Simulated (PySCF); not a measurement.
input.py for RbCd

The script input.py:

```python
from pyscf import gto, scf, mp

mol = gto.M(
    atom='Rb 0 0 0; Cd 0 0 3.287',
    basis='def2-svp',
    ecp={'Rb': 'def2-svp', 'Cd': 'def2-svp'},
    charge=0,
    spin=1,
    verbose=4,
)
mf = scf.UHF(mol)
mf.kernel()
mp.MP2(mf).kernel()
mf.dip_moment()
print('orbital energies (hartree):', [e[max(0, n-3):n+3].round(4) for e, n in zip(mf.mo_energy, mol.nelec)])
```

```bash
$ python input.py
```

It prints (some set-up lines and the per-cycle HOMO/LUMO lines with their warnings removed):

```
PySCF version 2.14.0

[INPUT] verbose = 4
[INPUT] num. atoms = 2
[INPUT] num. electrons = 29
[INPUT] charge = 0
[INPUT] spin (= nelec alpha-beta = 2S) = 1
[INPUT] symmetry False subgroup None
[INPUT] Mole.unit = angstrom
[INPUT] Symbol           X                Y                Z      unit          X                Y                Z       unit  Magmom
[INPUT]  1 Rb     0.000000000000   0.000000000000   0.000000000000 AA    0.000000000000   0.000000000000   0.000000000000 Bohr   0.0
[INPUT]  2 Cd     0.000000000000   0.000000000000   3.287000000000 AA    0.000000000000   0.000000000000   6.211529771445 Bohr   0.0

nuclear repulsion = 28.9783687148159
number of shells = 21
number of NR pGTOs = 92
number of NR cGTOs = 55
basis = def2-svp
ecp = {'Rb': 'def2-svp', 'Cd': 'def2-svp'}

******** <class 'pyscf.scf.uhf.UHF'> ********
method = UHF
initial guess = minao
damping factor = 0
level_shift factor = 0
DIIS = <class 'pyscf.scf.diis.CDIIS'>
diis_start_cycle = 1
diis_space = 8
diis_damp = 0
SCF conv_tol = 1e-09
SCF conv_tol_grad = None
SCF max_cycles = 50
direct_scf = True
direct_scf_tol = 1e-13
number electrons alpha = 15  beta = 14
Set gradient conv threshold to 3.16228e-05
init E= -173.025504730761

cycle= 1 E= -190.054965459033  delta_E=  -17  |g|= 1.05  |ddm|= 2.64
cycle= 2 E= -190.413763731041  delta_E= -0.359  |g|= 0.726  |ddm|= 2.75
cycle= 3 E= -190.62402985063  delta_E= -0.21  |g|= 0.0431  |ddm|= 0.767
cycle= 4 E= -190.629434828361  delta_E= -0.0054  |g|= 0.02  |ddm|= 0.277
cycle= 5 E= -190.631516315175  delta_E= -0.00208  |g|= 0.0121  |ddm|=  0.2
cycle= 6 E= -190.63227474122  delta_E= -0.000758  |g|= 0.00586  |ddm|= 0.137
cycle= 7 E= -190.632559749987  delta_E= -0.000285  |g|= 0.00155  |ddm|= 0.113
cycle= 8 E= -190.632582066994  delta_E= -2.23e-05  |g|= 0.000916  |ddm|= 0.022
cycle= 9 E= -190.632591081379  delta_E= -9.01e-06  |g|= 0.000468  |ddm|= 0.0177
cycle= 10 E= -190.632593448373  delta_E= -2.37e-06  |g|= 0.000266  |ddm|= 0.00939
cycle= 11 E= -190.632594191835  delta_E= -7.43e-07  |g|= 0.000166  |ddm|= 0.00363
cycle= 12 E= -190.632594543587  delta_E= -3.52e-07  |g|= 8.1e-05  |ddm|= 0.00298
cycle= 13 E= -190.632594612709  delta_E= -6.91e-08  |g|= 3.75e-05  |ddm|= 0.00149
cycle= 14 E= -190.632594625148  delta_E= -1.24e-08  |g|= 1.61e-05  |ddm|= 0.000534
cycle= 15 E= -190.632594627331  delta_E= -2.18e-09  |g|= 6.54e-06  |ddm|= 0.000221
cycle= 16 E= -190.632594627802  delta_E= -4.71e-10  |g|= 1.88e-06  |ddm|= 0.000129
Extra cycle  E= -190.632594627811  delta_E= -9.09e-12  |g|= 8.04e-07  |ddm|= 1.45e-05
converged SCF energy = -190.632594627811  <S^2> = 0.76664667  2S+1 = 2.016578

******** <class 'pyscf.mp.ump2.UMP2'> ********
nocc = (np.int64(15), np.int64(14)), nmo = (55, 55)
E(UMP2) = -191.058855937164  E_corr = -0.4262613093531
E(SCS-UMP2) = -191.01516873859  E_corr = -0.382574110779317
E_corr(same-spin) = -0.148776300512773
E_corr(oppo-spin) = -0.277485008840327
Dipole moment(X, Y, Z, Debye): -0.00000,  0.00000,  1.99714
orbital energies (hartree): [array([-0.7389, -0.309 , -0.1314,  0.0124,  0.0124,  0.0284]), array([-0.7388, -0.7385, -0.3014,  0.0181,  0.026 ,  0.026 ])]
```

In short: E(SCF) = -190.632595 Eh, E(MP2) − E(SCF) = -0.42626 Eh, ⟨S²⟩ = 0.767, μz(SCF) = 2.00 D.

Wall time 1.4 s on one thread of a shared host.

The bond length is a typed value, not an optimised one. No search for the lowest solution was made.
